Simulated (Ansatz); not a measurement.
**One elementary step**

Start structure (ZnAsNH6O, closed shell), relaxed at PBE0-D4/def2-TZVP:

```
10
angstrom
Zn -0.1161 -1.0940 -0.2407
N 1.6165 -1.6749 -0.2825
O -1.8950 -0.8350 -0.1047
H 0.8747 2.7521 0.6382
As -0.1446 1.6509 0.4200
H 1.7917 -2.5755 -0.7061
H 2.2857 -1.0210 -0.6652
H -2.4506 -1.5882 -0.3091
H -1.0603 2.4782 -0.4511
H -0.9021 1.9074 1.7013
```

The step: ZnNH₃O ([NH2][Zn][OH]) + AsH₃ → ZnAsH₃O ([OH][Zn][AsH2]) + NH₃ (still joined by a long Zn–N bond); bonds formed: N2–H4; dative contacts that become bonds: Zn1–As5; bonds broken: H4–As5; bonds weakened to dative contacts: Zn1–N2. Program: Ansatz 0.2.0. Basis: def2-TZVPP and def2-QZVPP. Cores are frozen in the correlated methods. The 3s and 3p shells of Cu and Zn are frozen; filled d shells are correlated. The def2 sets are not built for correlating such inner shells, so the correlated values are less sure here. Extrapolation: Hartree–Fock as exp(−7.88 √X), correlation as X^−2.97. Energies below are by CCSD(T) at an estimated basis limit (MP2 extrapolated from triple and quadruple zeta, plus CCSD(T) − MP2 in triple zeta).

Question: What are the electronic barrier and the energy of the step, from the start structure to the end structure? (To be estimated.)

Answer: The calculation gives: Barrier 22.88 kcal/mol; step energy -21.83 kcal/mol (downhill); reverse barrier, their difference, 44.71 kcal/mol. Barrier and step energy count from the start structure, the reverse barrier from the end structure.

The saddle point: One imaginary mode of 1098i cm⁻¹.
| pair | start (Å) | saddle (Å) | end (Å) |
| --- | --- | --- | --- |
| Zn1–As5 | 2.82 | 2.64 | 2.40 |
| N2–H4 | 4.58 | 1.50 | 1.01 |
| Zn1–N2 | 1.83 | 1.94 | 2.26 |
| H4–As5 | 1.52 | 1.71 | 3.47 |

Zero-point energy (harmonic, PBE0-D4): ZPE is 38.54 kcal/mol at the start and 37.42 kcal/mol at the saddle, so the barrier goes from 22.88 to 21.75 kcal/mol.

No T1 diagnostic of these runs exceeds 0.015. The end structure is not quite a true minimum (one mode of 59i cm⁻¹).

Labels in which every atom is bracketed show which atoms are joined, not bond orders.

For scale, one of the runs: CCSD(T)/def2-TZVPP, 258 basis functions, launched by `ansatz run in.yaml --threads 8 --pin off --events-out ev --progress --plain --max-ram 19148MiB`. Hardware: 8 CPU threads of an Arm Neoverse V2, shared host. Wall time 3.4 min; peak host memory 6.1 GiB.
